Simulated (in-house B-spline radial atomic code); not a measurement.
**Binding energies in P II (P+)**

NIST's tabulated ground configuration is [Ne] 3s2 3p2; each binding energy is the energy of the ion with one electron taken from that subshell, relaxed, less that of the parent. Level of theory: Dirac-Kohn-Sham PBE0, spherical fractional occupations, Fermi nucleus of rms radius 3.1889 fm; calculated with a radial B-spline atomic code at the basis-set limit. Energies include first-order Breit, QED and recoil terms.

Caution: exact exchange at fractional occupations of open shells leaves self-interaction of up to several eV.

```json
{"subshell": "1s", "X-ray name": "K", "binding energy (eV)": "2190.7", "-ε (eV)": "2120.1", "relaxation (eV)": "-72.1"}
{"subshell": "2s", "X-ray name": "L1", "binding energy (eV)": "206.7", "-ε (eV)": "193.2", "relaxation (eV)": "-13.6"}
{"subshell": "2p3/2", "X-ray name": "L3", "binding energy (eV)": "157.2", "-ε (eV)": "141.2", "relaxation (eV)": "-16.1"}
{"subshell": "2p1/2", "X-ray name": "L2", "binding energy (eV)": "156.7", "-ε (eV)": "142.1", "relaxation (eV)": "-14.6"}
{"subshell": "3s", "X-ray name": "M1", "binding energy (eV)": "29.83", "-ε (eV)": "24.97", "relaxation (eV)": "-4.87"}
{"subshell": "3p", "X-ray name": "M2,3", "binding energy (eV)": "18.61", "-ε (eV)": "13.93", "relaxation (eV)": "-4.68"}
```

Relaxation = -ε minus the binding energy without Breit, QED and recoil terms. With a density functional, K lines can miss by some tenths of a per cent, more in light atoms. For a density functional the relaxation so defined is negative, because -ε of a Kohn-Sham level is smaller than the binding energy.

Emission lines follow as differences of binding energies, with λ = 12398.42 eV·Å / E:

```csv
line,holes,energy (eV),wavelength (Å)
K-L3,1s → 2p3/2,2033.5,6.0971
K-L2,1s → 2p1/2,2034.0,6.0956
L3-M1,2p3/2 → 3s,127.4,97.342
```

What screening constant σ does Moseley's law, E = (3/4)·13.6057 eV·(Z - σ)², need for K-L3?

σ = 0.88.

What does it cost to remove both a 3s and a 3p electron?

59.406 eV, which is 10.97 eV more than the two single binding energies together.

What does it cost to remove both a 2s and a 3p electron?

239.42 eV, which is 14.13 eV more than the two single binding energies together.

What does it cost to remove both a 2p1/2 and a 3s electron?

202.03 eV, which is 15.55 eV more than the two single binding energies together.
